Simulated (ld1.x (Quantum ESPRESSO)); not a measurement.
## rhodium: TM pseudisation with PBEsol, scalar-relativistic reference atom.

The input file (ld1.x (Quantum ESPRESSO) 7.5):

```
&input
   title='Rh', zed=45., rel=1, dft='PBESOL', iswitch=3,
   config='[Kr] 4d8 5s0 5p0',
   nld=3, rlderiv=1.80, eminld=-9.0, emaxld=5.0, deld=0.04
 /
 &inputp
   pseudotype=2, tm=.true., lloc=1,
   nlcc=.true.,
   file_pseudopw='Rh.UPF', file_wfcaegen='ae.wfc', file_wfcncgen='nc.wfc', file_beta='beta', file_chi='chi'
 /
3
4S  1  0   2.00   0.00  1.55  1.55  0.0
4D  3  2   8.00   0.00  1.30  1.30  0.0
4P  2  1   6.00   0.00  1.65  1.65  0.0
 &test
   configts(1)='4s2 4p6 4d8 5s0 5p0'
 /
```

Command:

```bash
ld1.x < Rh.in > Rh.out
```

Output (shortened: banner, matrices, multipoles, cross overlaps and the repeated all-electron block are left out):

```
Program LD1 v.7.5
     --------------------------- All-electron run ----------------------------

     Rh
     scalar relativistic calculation

     atomic number is 45.00
     dft =PBESOL   lsd =0 sic =0 latt =0  beta=0.20 tr2=1.0E-14
     Exchange-correlation= PBESOL
                           (   1   4  10   8   0   0   0)
     mesh =1233 r(mesh) =  98.82371 a.u. xmin = -7.00 dx = 0.01250
     1 Ry =  13.60569312 eV, c = 137.03599908

     n l     nl                  e(Ry)          e(Ha)          e(eV)
     1 0     1S 1( 2.00)     -1692.9031      -846.4516    -23033.1207
     2 0     2S 1( 2.00)      -245.9181      -122.9590     -3345.8862
     2 1     2P 1( 6.00)      -220.4917      -110.2458     -2999.9424
     3 0     3S 1( 2.00)       -44.3830       -22.1915      -603.8613
     3 1     3P 1( 6.00)       -36.0254       -18.0127      -490.1508
     4 0     4S 1( 2.00)        -6.6229        -3.3114       -90.1086
     4 1     4P 1( 6.00)        -4.2698        -2.1349       -58.0936
     3 2     3D 1(10.00)       -22.6509       -11.3255      -308.1818
     4 2     4D 1( 8.00)        -0.9986        -0.4993       -13.5867
     5 0     5S 1( 0.00)        -0.7893        -0.3947       -10.7392
     5 1     5P 1( 0.00)        -0.4469        -0.2234        -6.0798

     final scf error:  6.4E-15 reached in  28 iterations

     Etot =   -9562.908409 Ry,   -4781.454204 Ha, -130109.997170 eV

     Ekin =    9903.196009 Ry,    4951.598005 Ha,  134739.845842 eV
     Encl =  -23063.652039 Ry,  -11531.826019 Ha, -313796.971935 eV
     Eh   =    3869.400820 Ry,    1934.700410 Ha,   52645.880132 eV
     Exc  =    -271.853200 Ry,    -135.926600 Ha,   -3698.751209 eV

     normalization and overlap integrals

     s(1S/1S) =  1.000000  <r> =   0.0326  <r2> =    0.0014  r(max) =   0.0211
     s(2S/2S) =  1.000000  <r> =   0.1420  <r2> =    0.0238  r(max) =   0.1201
     s(2P/2P) =  1.000000  <r> =   0.1237  <r2> =    0.0187  r(max) =   0.0959
     s(3S/3S) =  1.000000  <r> =   0.3909  <r2> =    0.1749  r(max) =   0.3520
     s(3P/3P) =  1.000000  <r> =   0.3907  <r2> =    0.1774  r(max) =   0.3433
     s(4S/4S) =  1.000000  <r> =   0.9808  <r2> =    1.0910  r(max) =   0.8766
     s(4P/4P) =  1.000000  <r> =   1.0828  <r2> =    1.3456  r(max) =   0.9449
     s(3D/3D) =  1.000000  <r> =   0.3705  <r2> =    0.1641  r(max) =   0.2918
     s(4D/4D) =  1.000000  <r> =   1.5443  <r2> =    2.9207  r(max) =   1.1541
     s(5S/5S) =  1.000000  <r> =   2.9524  <r2> =    9.9227  r(max) =   2.5051
     s(5P/5P) =  1.000000  <r> =   3.8550  <r2> =   17.0455  r(max) =   3.1767

     ------------------------ End of All-electron run ------------------------

     --------------------- Generating NC pseudopotential ---------------------

      Generating local pot.: lloc=1, matching radius rcloc =   1.6500

      Computing core charge for nlcc:

       r > 0.64 : true rho core
       r < 0.64 : rho core = a sin(br)/r    a=  36.32  b=   4.22

      Integrated core pseudo-charge :   7.00

      Wfc   4S  rcut= 1.558  Using Troullier-Martins method

      Wfc   4D  rcut= 1.308  Using Troullier-Martins method

     ------------------- End of pseudopotential generation -------------------

     Computing logarithmic derivative in   1.79878
     Computing logarithmic derivative in   1.79878
     Computing the partial wave expansion
     R is outside the sphere for l=    0 j= 0.00
       no projector for channel:   1
     R is outside the sphere for l=    2 j= 0.00

     ---------------------- Testing the pseudopotential ----------------------

     Rh
     scalar relativistic calculation

     atomic number is 45.00   valence charge is 17.00
     dft =PBESOL   lsd =0 sic =0 latt =0  beta=0.20 tr2=1.0E-14
     mesh =1233 r(mesh) =  98.82371 xmin = -7.00 dx = 0.01250

     n l     nl             e AE (Ry)        e PS (Ry)    De AE-PS (Ry)
     1 0     4S   1( 2.00)       -6.62286       -6.62286       -0.00000
     2 1     4P   1( 6.00)       -4.26980       -4.26981        0.00000
     3 2     4D   1( 8.00)       -0.99860       -0.99860       -0.00001
     2 0     5S   1( 0.00)       -0.78932       -0.84760        0.05828  !
     3 1     5P   1( 0.00)       -0.44685       -0.45707        0.01021  !

     eps = 7.3E-15  iter = 13

     Etot =   -9562.908409 Ry,   -4781.454204 Ha, -130109.997170 eV
     Etotps =  -240.442733 Ry,    -120.221367 Ha,   -3271.390044 eV

     Ekin =      77.652287 Ry,      38.826143 Ha,    1056.513183 eV
     Encl =    -453.566271 Ry,    -226.783135 Ha,   -6171.083493 eV
     Ehrt =     180.529451 Ry,      90.264725 Ha,    2456.228305 eV
     Ecxc =     -43.987583 Ry,     -21.993792 Ha,    -598.481558 eV
     (Ecc =     -18.916231 Ry,      -9.458115 Ha,    -257.368428 eV)
     Epseu=      -1.070617 Ry,      -0.535308 Ha,     -14.566482 eV

     ---------------------- End of pseudopotential test ----------------------
```

Generation and configuration tests took about 2.1 s on one core of a shared server CPU.

Transferability test of the new file with ld1.x, input:

```
&input
   title='Rh', zed=45., rel=1, dft='PBESOL', iswitch=2,
   config='[Kr] 4d8 5s0 5p0'
 /
 &test
   file_pseudo='Rh.UPF', nconf=8,
   configts(1)='4s2 4p6 4d8 5s0 5p0',
   configts(2)='4s2 4p6 4d8 5s1 5p0',
   configts(3)='4s2 4p6 4d7 5s0 5p0',
   configts(4)='4s2 4p6 4d6 5s0 5p0',
   configts(5)='4s2 4p6 4d8.5 5s0.5 5p0',
   configts(6)='4s2 4p6 4d7 5s1 5p1',
   configts(7)='4s2 4p6 4d7 5s1 5p0',
   configts(8)='4s2 4p6 4d8 5s0.5 5p0'
 /
```

```bash
ld1.x < Rh.test.in > Rh.test.out
```

Pseudopotential blocks of its output, shortened (energy terms left out):

```
     ---------------------- Testing the pseudopotential ----------------------

     n l     nl             e AE (Ry)        e PS (Ry)    De AE-PS (Ry)
     1 0     4S   1( 2.00)       -6.62286       -6.62286       -0.00000
     2 1     4P   1( 6.00)       -4.26980       -4.26981        0.00000
     3 2     4D   1( 8.00)       -0.99860       -0.99860       -0.00001
     2 0     5S   1( 0.00)       -0.78932       -0.84760        0.05828  !
     3 1     5P   1( 0.00)       -0.44685       -0.45707        0.01021  !

     eps = 7.0E-15  iter = 13

     Etot =   -9562.908409 Ry,   -4781.454204 Ha, -130109.997170 eV
     Etotps =  -240.442733 Ry,    -120.221367 Ha,   -3271.390044 eV

     ---------------------- End of pseudopotential test ----------------------

          ---------------------- Testing the pseudopotential ----------------------

     n l     nl             e AE (Ry)        e PS (Ry)    De AE-PS (Ry)
     1 0     4S   1( 2.00)       -6.05851       -6.02863       -0.02988  !
     2 1     4P   1( 6.00)       -3.70279       -3.67604       -0.02675  !
     3 2     4D   1( 8.00)       -0.43753       -0.41585       -0.02167  !
     2 0     5S   1( 1.00)       -0.31789       -0.34879        0.03090  !
     3 1     5P   1( 0.00)       -0.05850       -0.05446       -0.00403

     eps = 4.6E-15  iter = 15

     Etot =   -9563.456827 Ry,   -4781.728413 Ha, -130117.458778 eV
     Etotps =  -241.035312 Ry,    -120.517656 Ha,   -3279.452486 eV
     dEtot_ae =      -0.548418 Ry
     dEtot_ps =      -0.592579 Ry,   Delta E=       0.044161 Ry

     ---------------------- End of pseudopotential test ----------------------

          ---------------------- Testing the pseudopotential ----------------------

     n l     nl             e AE (Ry)        e PS (Ry)    De AE-PS (Ry)
     1 0     4S   1( 2.00)       -7.59734       -7.59348       -0.00386
     2 1     4P   1( 6.00)       -5.23197       -5.22925       -0.00272
     3 2     4D   1( 7.00)       -1.89154       -1.89024       -0.00131
     2 0     5S   1( 0.00)       -1.44012       -1.52607        0.08595  !
     3 1     5P   1( 0.00)       -1.00206       -1.02265        0.02059  !

     eps = 4.7E-15  iter = 14

     Etot =   -9561.474493 Ry,   -4780.737246 Ha, -130090.487750 eV
     Etotps =  -239.009304 Ry,    -119.504652 Ha,   -3251.887238 eV
     dEtot_ae =       1.433916 Ry
     dEtot_ps =       1.433430 Ry,   Delta E=       0.000486 Ry

     ---------------------- End of pseudopotential test ----------------------

          ---------------------- Testing the pseudopotential ----------------------

     n l     nl             e AE (Ry)        e PS (Ry)    De AE-PS (Ry)
     1 0     4S   1( 2.00)       -8.70506       -8.69566       -0.00940  !
     2 1     4P   1( 6.00)       -6.32135       -6.31433       -0.00703  !
     3 2     4D   1( 6.00)       -2.90273       -2.89884       -0.00389
     2 0     5S   1( 0.00)       -2.17266       -2.29343        0.12077  !
     3 1     5P   1( 0.00)       -1.64950       -1.68414        0.03464  !

     eps = 2.5E-15  iter = 18

     Etot =   -9559.086323 Ry,   -4779.543161 Ha, -130057.995043 eV
     Etotps =  -236.623422 Ry,    -118.311711 Ha,   -3219.425672 eV
     dEtot_ae =       3.822086 Ry
     dEtot_ps =       3.819311 Ry,   Delta E=       0.002775 Ry

     ---------------------- End of pseudopotential test ----------------------

          ---------------------- Testing the pseudopotential ----------------------

     n l     nl             e AE (Ry)        e PS (Ry)    De AE-PS (Ry)
     1 0     4S   1( 2.00)       -5.93943       -5.92659       -0.01284  !
     2 1     4P   1( 6.00)       -3.58824       -3.57639       -0.01185  !
     3 2     4D   1( 8.50)       -0.34691       -0.33685       -0.01005  !
     2 0     5S   1( 0.50)       -0.28097       -0.31452        0.03355  !
     3 1     5P   1( 0.00)       -0.04123       -0.04026       -0.00098

     eps = 6.2E-15  iter = 14

     Etot =   -9563.503026 Ry,   -4781.751513 Ha, -130118.087349 eV
     Etotps =  -241.057471 Ry,    -120.528736 Ha,   -3279.753979 eV
     dEtot_ae =      -0.594617 Ry
     dEtot_ps =      -0.614738 Ry,   Delta E=       0.020121 Ry

     ---------------------- End of pseudopotential test ----------------------

          ---------------------- Testing the pseudopotential ----------------------

     n l     nl             e AE (Ry)        e PS (Ry)    De AE-PS (Ry)
     1 0     4S   1( 2.00)       -6.44475       -6.39766       -0.04709  !
     2 1     4P   1( 6.00)       -4.07813       -4.03686       -0.04127  !
     3 2     4D   1( 7.00)       -0.75474       -0.72239       -0.03235  !
     2 0     5S   1( 1.00)       -0.47157       -0.51240        0.04083  !
     3 1     5P   1( 1.00)       -0.15420       -0.15121       -0.00299

     eps = 9.1E-15  iter = 17

     Etot =   -9562.968191 Ry,   -4781.484095 Ha, -130110.810549 eV
     Etotps =  -240.569967 Ry,    -120.284983 Ha,   -3273.121145 eV
     dEtot_ae =      -0.059782 Ry
     dEtot_ps =      -0.127234 Ry,   Delta E=       0.067451 Ry

     ---------------------- End of pseudopotential test ----------------------

          ---------------------- Testing the pseudopotential ----------------------

     n l     nl             e AE (Ry)        e PS (Ry)    De AE-PS (Ry)
     1 0     4S   1( 2.00)       -6.91934       -6.87673       -0.04261  !
     2 1     4P   1( 6.00)       -4.55351       -4.51676       -0.03675  !
     3 2     4D   1( 7.00)       -1.22804       -1.19991       -0.02812  !
     2 0     5S   1( 1.00)       -0.89345       -0.94549        0.05203  !
     3 1     5P   1( 0.00)       -0.51974       -0.52077        0.00103

     eps = 7.7E-16  iter = 16

     Etot =   -9562.637881 Ry,   -4781.318940 Ha, -130106.316453 eV
     Etotps =  -240.241026 Ry,    -120.120513 Ha,   -3268.645669 eV
     dEtot_ae =       0.270528 Ry
     dEtot_ps =       0.201708 Ry,   Delta E=       0.068820 Ry

     ---------------------- End of pseudopotential test ----------------------

          ---------------------- Testing the pseudopotential ----------------------

     n l     nl             e AE (Ry)        e PS (Ry)    De AE-PS (Ry)
     1 0     4S   1( 2.00)       -6.32845       -6.31227       -0.01618  !
     2 1     4P   1( 6.00)       -3.97408       -3.95972       -0.01436  !
     3 2     4D   1( 8.00)       -0.70687       -0.69539       -0.01147  !
     2 0     5S   1( 0.50)       -0.54600       -0.58979        0.04379  !
     3 1     5P   1( 0.00)       -0.24226       -0.24420        0.00194

     eps = 6.7E-15  iter = 12

     Etot =   -9563.241623 Ry,   -4781.620811 Ha, -130114.530783 eV
     Etotps =  -240.801446 Ry,    -120.400723 Ha,   -3276.270577 eV
     dEtot_ae =      -0.333214 Ry
     dEtot_ps =      -0.358713 Ry,   Delta E=       0.025498 Ry

     ---------------------- End of pseudopotential test ----------------------
```
